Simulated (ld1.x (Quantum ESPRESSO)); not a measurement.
As (Z = 33) ultrasoft: all-electron and pseudo phase curves

| Quantity | Value |
| --- | --- |
| Element | arsenic |
| Generator | ld1.x (Quantum ESPRESSO) 7.5 |
| Type | ultrasoft |
| Functional | PBE |
| Relativity | scalar-relativistic |
| Frozen core | [Ar] 3d10 |
| Valence charge | 5 |
| Reference configuration | 4s2 4p2 (charge +1) |
| Partial waves | 4s (bound): rcut 1.60, rcutus 1.75 bohr; 4s channel at -1.3 Ry: rcut 1.60, rcutus 1.75 bohr; 4p (bound): rcut 1.20, rcutus 1.55 bohr; 4p channel at -0.2 Ry: rcut 1.20, rcutus 1.55 bohr; 4d channel at 0.5 Ry: rc 2.10 bohr |
| Local potential | the d channel |
| Core correction | Bessel-smoothed model core, default radius (core density twice the valence density) |
| Augmentation charge | PSQ, inside the norm-conserving radii |

The phase is arctan(r·u′/u) with u = r·R(r), unwrapped; energies in Ry, scanned from -4 to 5 Ry. A pole is an energy at which the radial function vanishes at the test radius. The pseudo phase is shifted by a multiple of π to meet the all-electron one at the reference energy, and phase errors are pseudo minus all-electron; the curves can meet again beyond the range given. Levels narrower than the energy grid can be missing from the lists of poles.

| channel | radius (bohr) | reference energy (Ry) | poles, all-electron | poles, pseudo | unbroken range about the reference energy with phases within 0.05 rad | phase error 1 Ry above the reference energy (rad) |
| --- | --- | --- | --- | --- | --- | --- |
| s | 2.30 | -1.72 | -0.44 | -0.44 | below 3.3 | -0.000 |
| p | 2.30 | -0.98 | 0.91 | 0.91 | the whole range | -0.000 |
| d | 2.30 | 0.50 | -3.68, 3.25 | 3.06 | -3.5 to 4.6 | -0.009 |

Phases in the s channel:

```csv
E (Ry),all-electron,pseudo
-4.00,1.239,1.238
-3.52,1.174,1.173
-3.04,1.054,1.054
-2.56,0.762,0.762
-2.08,-0.180,-0.180
-1.60,-1.116,-1.116
-1.12,-1.410,-1.410
-0.64,-1.536,-1.536
-0.16,-1.611,-1.611
0.32,-1.667,-1.667
0.80,-1.716,-1.717
1.28,-1.768,-1.769
1.76,-1.830,-1.832
2.24,-1.914,-1.918
2.72,-2.048,-2.059
3.20,-2.303,-2.338
3.68,-2.864,-2.971
4.16,-3.670,-3.789
4.64,-4.134,-4.207
```
